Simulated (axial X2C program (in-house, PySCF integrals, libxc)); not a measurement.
## SnOH: properties at the nuclei

Computed with an in-house all-electron X2C program for linear molecules (integrals from PySCF): two-component X2C with atomic mean-field Coulomb and Gaunt terms, Gaussian nuclei, basis Sn dyall-v3z, O dyall-av3z, H dyall-v3z with contracted cores.

Sn–O–H held linear, with bonds 1.956 and 0.952 Å (near the PBE0 minimum at charge 0 of the determinant lowest at the starting distance; the state shown can have its own minimum elsewhere, held linear; other orders of the atoms were not compared).

Determinant lowest in the PBE0 search, Ω = 1/2 (⟨Sz⟩ = -0.50, ⟨Lz⟩ = 1.00 at PBE0), spin on the atoms Sn -0.50, O 0.00, H 0.00:

| level | Eeff magnitude (GV/cm) | Ws magnitude Sn (kHz) | A∥/gI Sn (MHz) | qzz Sn (a.u.) | A∥/gI O (MHz) | qzz O (a.u.) | A∥/gI H (MHz) | qzz H (a.u.) | μ (D) |
| --- | --- | --- | --- | --- | --- | --- | --- | --- | --- |
| PBE0 | 0.621 | 0.539 | 2590 | -0.23 | 107 | 1.61 | 4.11 | 0.52 | -0.37 |
| HF | 0.388 | 0.604 | 2410 | -0.85 | 52.8 | 1.69 | 2.91 | 0.52 | -0.48 |
| PBE | 0.762 | 0.698 | 2560 | -0.01 | 126 | 1.57 | 4.59 | 0.52 | -0.22 |

Determinant 0.28 eV from it at PBE0 and this distance, Ω = 3/2 (⟨Sz⟩ = 0.50, ⟨Lz⟩ = 1.00 at PBE0), spin on the atoms Sn 0.51, O -0.01, H 0.00:

```tsv
level	Eeff magnitude (GV/cm)	Ws magnitude Sn (kHz)	A∥/gI Sn (MHz)	qzz Sn (a.u.)	A∥/gI O (MHz)	qzz O (a.u.)	A∥/gI H (MHz)	qzz H (a.u.)	μ (D)
PBE0	1.05	0.454	221	-0.70	28.5	1.60	1.49	0.52	-0.24
HF	3.72	1.49	223	-1.36	32.4	1.68	1.27	0.52	-0.37
PBE	0.641	0.293	207	-0.45	28.8	1.55	1.62	0.52	-0.08
```

Eeff is the effective electric field on the electron electric dipole moment in this Ω state and Ws the scalar–pseudoscalar constant of the nucleus named (defined with the proton number Z and per Ω); A∥ (defined per Ω) follows by multiplying with gI = μI/(I μN); qzz is the electric field gradient, eQq0 = 234.96 MHz × Q/barn × qzz; μ is positive if the H end (last atom) is positive. The operators were transformed with the bare-nucleus X2C matrices; with these basis sets, hyperfine constants and field gradients can be off by tens of per cent, and where levels differ in sign neither size nor sign is settled.

With gI(119Sn) = -2.0946, Q(17O) = -0.02558 barn, gI(1H) = 5.5857 (g factors from the IAEA table of nuclear moments by Stone; Q from Pyykkö, Mol. Phys. 2018), turn the PBE0 values of the first state into constants in MHz.

A∥(119Sn) = 2590 × -2.0946 = -5430 MHz; eQq0(17O) = 234.96 × (-0.02558) × (1.61) = -9.68 MHz; A∥(1H) = 4.11 × 5.5857 = 23 MHz.

The molecule was held linear; bending was not examined, so a bent shape may lie lower.

Each state is one determinant with collinear spin. Unrestricted Hartree–Fock can overshoot spin polarisation at the nuclei. In the state Ω = 1/2 the sign of Eeff differs between levels (HF against PBE0). Where Eeff spreads by more than a factor of two the levels disagree and none is to be relied on. The search compared states at one distance, so a state with another bond length can lie lower. The sign of Ws at Sn differs between levels in the first state. Where a field gradient or hyperfine factor spreads by more than a factor of two over the levels, a constant derived from it is not to be relied on. PBE0 term energies can be off by some tenths of an eV.
